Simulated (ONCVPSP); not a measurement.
**cadmium (Cd): variants of one ONCV potential**

Base potential:

* Element: Cd (Z = 48)
* Generator: ONCVPSP 4.0.1
* Type: optimised norm-conserving Vanderbilt (ONCV)
* Functional: PBEsol
* Relativity: scalar-relativistic
* Frozen core: [Ar] 3d10
* Valence charge: 20
* Reference configuration: 4s2 4p6 4d10 5s2
* Partial waves: 4s+5s: rc 1.35 bohr, ncon 4, nbas 8, qcut 11.8 1/bohr, 2 projectors; 4p: rc 1.05 bohr, ncon 4, nbas 8, qcut 8.6 1/bohr, 3 projectors, debl 0.3 Ha; 4d: rc 1.80 bohr, ncon 4, nbas 8, qcut 7.8 1/bohr, 2 projectors, debl 0.9 Ha
* Local potential: polynomial inside 1.05 bohr (lpopt 5, dvloc0 0 Ha)
* Core correction: Teter function, fcfact 3.25, rcfact 1.2

In the p channel the program set the typed energies aside and used -2.458, 0.250, 0.550 Ha.

Cutoffs, loose and tight: the cutoffs (Ha) at which the residual kinetic energy of the hardest occupied pseudo-wave falls to 1 and 0.1 mHa per electron. They do not see the model core or the augmentation charge, which bear on the density cutoff. Test errors are all-electron minus pseudo excitation energies from the reference, over the configurations 4s2 4p6 4d10 5s1; 4s2 4p6 4d10 5s0; 4s2 4p6 4d9 5s0; 4s2 4p6 4d10 5s0 5p1. A dash means not determined; rows that change the core or the reference have their own tests.

A true bound ghost makes a file unfit for plane-wave use even where its test errors are small: the radial tests pick states by their node count and pass the ghost by.

| change | outcome | cutoff, loose | cutoff, tight | bound ghosts | GHOST(+) flags above zero | largest test error (meV) |
| --- | --- | --- | --- | --- | --- | --- |
| base | generated, projector energies reset by the program | 71 Ha | 179 Ha | p | s | -3.7 |
| local potential polynomial inside 0.80 bohr (lpopt 5, dvloc0 6 Ha) | generated, projector energies reset by the program | 71 Ha | 179 Ha | p | s | -3.7 |
| local potential polynomial inside 1.05 bohr (lpopt 5, dvloc0 4.5 Ha) | generated, projector energies reset by the program | 71 Ha | 179 Ha | p | s | -3.5 |

What comes out with this change to the base: p: qcut 11.6?

outcome: generated, projector energies reset by the program; cutoff, loose: 53 Ha; cutoff, tight: 61 Ha; bound ghosts: p; GHOST(+) flags above zero: s, p; largest test error (meV): -3.9.

What comes out with this change to the base: reference 4s2 4p6 4d10; wave 4s+5s: rc 1.35 bohr, ncon 4, nbas 8, qcut 11.8 1/bohr, 2 projectors becomes 4s: rc 1.35 bohr, ncon 4, nbas 8, qcut 11.8 1/bohr, 2 projectors, debl 3 Ha?

outcome: generated, projector energies reset by the program; cutoff, loose: 71 Ha; cutoff, tight: 179 Ha; bound ghosts: none; GHOST(+) flags above zero: s, p; largest test error (meV): -141.
